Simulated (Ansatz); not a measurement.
Start from `O[SiH2]S[SiH2]F` and change one atom or group to get `F[SiH2]S[SiH2]F`.

Ansatz, PBE0-D4/def2-TZVP geometries, multiplicity 1. Each molecule was computed in one conformer, which needn't be the lowest.

```tsv
property	`O[SiH2]S[SiH2]F`
size of the dipole moment (PBE/def2-TZVPP) / D	1.17
HOMO–LUMO gap (PBE/def2-TZVPP) / eV	5.64
HOMO–LUMO gap (PBE0/def2-TZVPP) / eV	7.73
LUMO energy (PBE0/def2-TZVPP) / eV	-0.28
HOMO energy (PBE/def2-TZVPP) / eV	-6.80
size of the dipole moment (ωB97M-V/def2-TZVPP) / D	1.30
```

Problem. What does the change do to each property? (An estimate is asked.)

Solution. Computed: 
```json
{"property": "size of the dipole moment (PBE/def2-TZVPP) / D", "`F[SiH2]S[SiH2]F`": "0.07", "shift": "-1.10"}
{"property": "HOMO–LUMO gap (PBE/def2-TZVPP) / eV", "`F[SiH2]S[SiH2]F`": "5.94", "shift": "0.30"}
{"property": "HOMO–LUMO gap (PBE0/def2-TZVPP) / eV", "`F[SiH2]S[SiH2]F`": "8.03", "shift": "0.30"}
{"property": "LUMO energy (PBE0/def2-TZVPP) / eV", "`F[SiH2]S[SiH2]F`": "-0.37", "shift": "-0.09"}
{"property": "HOMO energy (PBE/def2-TZVPP) / eV", "`F[SiH2]S[SiH2]F`": "-7.17", "shift": "-0.37"}
{"property": "size of the dipole moment (ωB97M-V/def2-TZVPP) / D", "`F[SiH2]S[SiH2]F`": "0.09", "shift": "-1.21"}
```

With PBE0 the HOMO falls by 0.38 eV and the LUMO falls by 0.09 eV, so the gap widens by about 0.29 eV. PBE moves the HOMO by -0.37 eV and ωB97M-V by -0.39 eV. Dipoles are sizes alone; their direction can turn.

Positive LUMOs are unbound, so they and the gaps depend on the basis.
